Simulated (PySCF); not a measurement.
Isomers of C4H10N2OSi2, mass 158.033 u with the commonest isotopes. The calculation used PySCF, PBE0-D3(BJ)/def2-SVP geometry optimisation, gas phase. One conformer each, none proved a minimum here; rigid rotors.

Question: Order these by rotational constant A, largest first.
A. `Cc1cc(N([SiH3])[SiH3])on1`
B. `[NH2:1][Si@H:2]([O:3][SiH3:4])[n:5]1[cH:6][cH:7][cH:8][cH:9]1` with H–N1–Si2–O3 -90° and 68°, N1–Si2–O3–Si4 -48°, N1–Si2–N5–C6 -34°
C. `[CH3:1][O:2][Si@@H:3]1[CH2:4][C@@H:5]([C:6]#[N:7])[SiH2:8][NH:9]1` with C1–O2–Si3–C4 175°, O2–Si3–C4–C5 -87°, Si3–C4–C5–C6 -165°, C4–C5–Si8–N9 30°, C5–Si8–N9–Si3 -7°

Answer: C (2307 MHz), A (2141 MHz), B (1874 MHz).

Question: Order these by dipole moment, smallest first.
A. `[NH2:1][Si@H:2]([O:3][SiH3:4])[n:5]1[cH:6][cH:7][cH:8][cH:9]1` with H–N1–Si2–O3 -90° and 68°, N1–Si2–O3–Si4 -48°, N1–Si2–N5–C6 -34°
B. `[CH3:1][O:2][Si@@H:3]1[CH2:4][C@@H:5]([C:6]#[N:7])[SiH2:8][NH:9]1` with C1–O2–Si3–C4 175°, O2–Si3–C4–C5 -87°, Si3–C4–C5–C6 -165°, C4–C5–Si8–N9 30°, C5–Si8–N9–Si3 -7°
C. `CC1=NOC(N([SiH3])[SiH3])=C1`

Answer: A (2.74 D), C (2.95 D), B (5.60 D).

Question: Order these by rotational constant C, largest first.
A. `[CH3:1][O:2][Si@@H:3]1[CH2:4][C@@H:5]([C:6]#[N:7])[SiH2:8][NH:9]1` with C1–O2–Si3–C4 175°, O2–Si3–C4–C5 -87°, Si3–C4–C5–C6 -165°, C4–C5–Si8–N9 30°, C5–Si8–N9–Si3 -7°
B. `CC1=NOC(N([SiH3])[SiH3])=C1`
C. `[NH2:1][Si@H:2]([O:3][SiH3:4])[n:5]1[cH:6][cH:7][cH:8][cH:9]1` with H–N1–Si2–O3 -90° and 68°, N1–Si2–O3–Si4 -48°, N1–Si2–N5–C6 -34°

Answer: C (627.5 MHz), A (608.6 MHz), B (567.8 MHz).

| SMILES | point group | Ia (u·Å²) | Ib (u·Å²) | Ic (u·Å²) | κ | μa (D) | μb (D) | μc (D) |
| --- | --- | --- | --- | --- | --- | --- | --- | --- |
| Cc1cc(N([SiH3])[SiH3])on1 | – | 236.08 | 669.04 | 890.01 | -0.76 | 1.33 | 2.64 | 0.01 |
| CO[Si@@H]1C[C@@H](C#N)[SiH2]N1 | C1 | 219.02 | 720.34 | 830.44 | -0.89 | 5.19 | 2.10 | 0.18 |
| N[Si@H](O[SiH3])n1cccc1 | C1 | 269.62 | 617.58 | 805.42 | -0.69 | 1.77 | 1.75 | 1.14 |
